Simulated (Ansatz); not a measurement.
`CBOC(C)=O`, relaxed with RKS PBE0-D4/def2-TZVP in Ansatz from a PBE-D4/def2-SVP geometry. The force threshold is 0.005 eV/Å; the program also tests the step.

Total charge 0; spin multiplicity 1.

Start:

```xyz
13

C    -1.598    1.899    0.139
B    -1.128    0.460   -0.253
O     0.109    0.027    0.194
C     0.548   -1.287    0.054
C     2.053   -1.343    0.032
O    -0.207   -2.227    0.007
H    -0.861    2.477    0.728
H    -1.880    2.475   -0.769
H    -2.540    1.819    0.727
H    -1.784   -0.286   -0.958
H     2.392   -2.387   -0.077
H     2.453   -0.909    0.971
H     2.445   -0.720   -0.797
```

Task: How much energy does the relaxation release, and in how many steps? (Estimate.)

Result: The calculation gave: 0.06 eV, in 12 steps, 1 of them rejected.

Task: Which bonds change most? (Best estimate.)

Result: Ansatz gave: O3–C4 from 1.393 to 1.369 Å; B2–H10 from 1.218 to 1.196 Å; C5–H12 from 1.109 to 1.092 Å; C1–H9 from 1.114 to 1.097 Å.

Task: Give the relaxed structure. (An estimate is asked.)

Result: The calculation gave: 
```xyz
13

C    -1.592    1.879    0.142
B    -1.113    0.455   -0.253
O     0.111    0.027    0.208
C     0.543   -1.265    0.065
C     2.035   -1.331    0.028
O    -0.202   -2.194    0.017
H    -0.879    2.436    0.752
H    -1.835    2.463   -0.751
H    -2.536    1.797    0.695
H    -1.742   -0.274   -0.962
H     2.359   -2.366   -0.050
H     2.443   -0.873    0.931
H     2.408   -0.753   -0.821
```
